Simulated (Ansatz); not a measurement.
```yaml
crystal:
  periodic: [false, false, false]
  atoms:
    - {symbol: B, position_ang: [-1.585073, 2.215990, 0.973505]}
    - {symbol: Ga, position_ang: [-0.568219, 0.791105, -0.132617]}
    - {symbol: Se, position_ang: [0.620223, -0.845851, 1.005666]}
    - {symbol: C, position_ang: [1.346131, -1.879029, -0.494739]}
    - {symbol: H, position_ang: [-2.719123, 2.051650, 1.318798]}
    - {symbol: H, position_ang: [-1.066937, 3.242831, 1.304378]}
    - {symbol: H, position_ang: [-0.467762, 0.632636, -1.693359]}
    - {symbol: H, position_ang: [0.972265, -2.898474, -0.423127]}
    - {symbol: H, position_ang: [1.036694, -1.434612, -1.438010]}
    - {symbol: H, position_ang: [2.431802, -1.876247, -0.420505]}
basis:
  gaussian: {orbitals: pcseg-2, point_charges: [{charge: 2.00, position_ang: [6.958, 0.231, -0.482]}]}
hamiltonian: {xc: {name: wB97X-V}}
scf: {lower_state_search: light}
```

```sh
$ ansatz run in.yaml --threads 4 --pin off --events-out ev --progress --plain --max-ram 10444MiB
```

It prints (some lines left out):

```
Functional definition: wB97X-V
1423 factors; their error is unknown
330 factors; integrals over basis functions are off by at most 1.1e-5 eV
mean field evaluation 1: about -119527.2322 eV, gradient 3.5e1 eV
mean field evaluation 2: about -119528.4055 eV, gradient 2.7e1 eV
mean field evaluation 4: about -119529.9621 eV, gradient 8.0e-1 eV
mean field evaluation 8: about -119530.2802 eV, gradient 5.2e-1 eV
mean field evaluation 16: about -119530.2805 eV, gradient 9.5e-5 eV
mean field -119530.28050052 eV, -4392.6567878600 hartree, gradient 2.8e-5 eV, S^2 0.000000; 0 other end points of the search recorded, 0 dependent functions left out
reference -119530.28049755 eV, -4392.6567877508 hartree; 41, 41 occupied and 189, 189 virtual orbitals, 1423 factors
Total energy: -119530.28049755 eV, -4392.6567877508 hartree
```

Run time 5.5 s (4 threads of an Intel Xeon Platinum 8488C on a shared host); peak host memory 0.74 GiB.
